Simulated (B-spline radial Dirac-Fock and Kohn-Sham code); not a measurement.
Binding energies of Ca at several levels of theory

System: neutral calcium in the configuration [Ar] 3d2 (an excited configuration).

The density-functional columns are spherical, spin-unpolarised Dirac-Kohn-Sham results without Breit or QED terms: −ε is minus the orbital energy of the initial state and ΔSCF the difference of two total energies. The reference in the last column comes from Dirac-Fock (average of configuration) total-energy differences with a finite nucleus, the Breit interaction including its frequency dependence, and self-energy and vacuum-polarisation corrections. All numbers are from a radial B-spline solver, in eV; a selection of levels is shown.

| level | LDA −ε | LDA ΔSCF | Dirac-Fock |
| --- | --- | --- | --- |
| K (1s) | 3934.9 | 4046.8 | 4040.8 |
| L1 (2s) | 409.7 | 425.5 | 441.2 |
| L2 (2p1/2) | 333.7 | 352.5 | 352.2 |
| L3 (2p3/2) | 330.0 | 348.6 | 348.6 |
| M1 (3s) | 43.87 | 47.50 | 51.77 |
| M2 (3p1/2) | 25.49 | 28.91 | 28.22 |
| M3 (3p3/2) | 25.12 | 28.52 | 27.88 |
| M4,5 (3d) | 0.80 | 2.91 | 1.47 |

Values without a named source are computed, but for edge energies of neutral atoms, which are taken from tables.
